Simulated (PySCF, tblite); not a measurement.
Isomers of C4H12F2Si2. Computed values, GFN2-xTB/tblite, gas phase, harmonic and unscaled. The method is semi-empirical: single wavenumbers can be off by several per cent or more. Modes of hydrogen on silicon can be 10 to 20 % off. One conformer each.

Electronic energies: PBE0/pcSseg-1 single points on the GFN2-xTB geometries (PySCF, gas phase).

| SMILES | electronic energy, lowest = 0 (kcal/mol) |
| --- | --- |
| CC[C@](F)(C[SiH3])[SiH2]F | 0.0 |
| FCCC([SiH3])([SiH3])CF | 44.2 |
| C[C@@H](F)C[SiH2][SiH2]CF | 33.3 |

How do GFN2-xTB zero-point energies change the relative energies?

| SMILES | ZPE (kcal/mol) | of it from modes above 1550 cm⁻¹ | electronic (kcal/mol) | with ZPE, lowest = 0 (kcal/mol) | lowest mode (cm⁻¹) | rings |
| --- | --- | --- | --- | --- | --- | --- |
| CC[C@](F)(C[SiH3])[SiH2]F | 91.1 | 46.4 | 0.0 | 0.0 | 29 | 0 |
| C[C@@H](F)C[SiH2][SiH2]CF | 91.9 | 46.8 | 33.3 | 34.0 | 18 | 0 |
| FCCC([SiH3])([SiH3])CF | 89.9 | 44.9 | 44.2 | 43.0 | 52 | 0 |

The zero-point energies span 2.0 kcal/mol, from `FCCC([SiH3])([SiH3])CF` to `C[C@@H](F)C[SiH2][SiH2]CF`. The order is unchanged.

And how do the electronic energies of GFN2-xTB itself compare?

`CC[C@](F)(C[SiH3])[SiH2]F` 0.0; `C[C@@H](F)C[SiH2][SiH2]CF` 52.5; `FCCC([SiH3])([SiH3])CF` 43.9 kcal/mol, lowest = 0. Against the energies above, taken from the same isomer `CC[C@](F)(C[SiH3])[SiH2]F`, the largest difference is 19.2 kcal/mol.
